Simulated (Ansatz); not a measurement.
Z-matrix (Å, degrees):
```
Hf
F 1 1.897
F 1 1.897 2 109.5
F 1 1.897 2 109.5 3 120.0
F 1 1.897 2 109.5 3 -120.0
```

Total charge 0; spin multiplicity 1. Hf takes the def2 core potential.

Question: List the r2SCAN/def2-TZVPP orbital energies in eV (the Gaussian-basis code of Ansatz). (Best estimate.)

Answer: Computed: Occupied: -666.37, -666.37, -666.37, -666.37, -67.49, -37.02, -37.02, -37.02, -30.81, -29.96, -29.96, -29.96, -11.84, -11.84, -11.84, -11.67, -11.52, -11.52, -10.67, -10.67, -10.67, -10.61, -10.61, -10.61. Lowest empty: -1.19, -1.19, -1.05, -0.20, -0.20, -0.20, 2.71, 2.71.
